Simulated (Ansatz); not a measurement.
The same path of FGeH3O (6 atoms, charge 0, multiplicity 1) was run 3 times with different band settings. Lost on the way: Ge1–O2, Ge1–H4. Made: O2–H4.

Theory: RKS B3LYP/def2-SVP in Ansatz.

Relaxed end points:

```xyz
6
Properties=species:S:1:pos:R:3
Ge 0.361 -0.071 0.057
O 0.652 -0.088 1.804
H -0.152 -0.192 2.331
H 1.737 0.087 -0.593
F -0.586 1.352 -0.314
H -0.500 -1.262 -0.403
```

```xyz
6
Properties=species:S:1:pos:R:3
Ge 0.135 0.564 -0.778
O 1.162 0.033 1.182
H 0.349 0.311 1.649
H 1.186 -0.932 1.277
F -1.159 0.877 0.459
H -0.161 -1.029 -0.906
```

Common settings: movable images 9; climbing image yes; optimiser quadratic models (default); force threshold 0.05 eV/Å; iteration limit 60; end points relaxed.

| run | spring | start path |
| --- | --- | --- |
| 1 | 5.0 eV/Å² | through a guess of the saddle point |
| 2 | 5.0 eV/Å² | straight line |
| 3 | 50.0 eV/Å² | through a guess of the saddle point |

What does each run give, and how far can it be trusted?

Run 1: converged after 17 iterations, highest image 2.563 eV above the first end. The profile has 2 maxima (images 1, 4) with wells between them (image 2): this band takes more than one step, which may be the mechanism or a detour left from its start path. Neighbouring images differ by up to 2.2 eV, so the band resolves the path poorly. A vibrational analysis at the climbing image gives one clearly imaginary mode, 1400i cm⁻¹: a first-order saddle point.
Run 2: converged after 14 iterations, highest image 2.563 eV above the first end. Neighbouring images differ by up to 1.5 eV, so the band resolves the path poorly. Another band between the same ends (9 images) ends at a top of the same energy, where a vibrational analysis finds 1 clearly imaginary mode.
Run 3: converged after 12 iterations, highest image 2.563 eV above the first end. Neighbouring images differ by up to 1.5 eV, so the band resolves the path poorly. Another band between the same ends (9 images) ends at a top of the same energy, where a vibrational analysis finds 1 clearly imaginary mode.
The orbitals stay closed-shell, which can raise the energy where a bond breaks towards radicals; this wasn't checked here.
